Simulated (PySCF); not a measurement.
This script is equivalent to a calculation on C²⁺ (carbon, charge +2).

```python
from pyscf import gto, scf, dft, mp, cc
import basis_set_exchange as bse
mol = gto.M(atom="C 0 0 0", charge=2, spin=0, symmetry="D2h",
            basis=gto.basis.parse(bse.get_basis("def2-TZVP", elements=["C"], fmt="nwchem", header=False)))
mf = dft.UKS(mol, xc="TPSS")
mf.irrep_nelec = {'Ag': (2, 2)}
mf.kernel()
```

(1) What total energy does it give?

(2) Which occupied shell lies highest, and where?

Results:

(1) -36.525 hartree (calculated).

(2) 2s, at -40.636 eV.
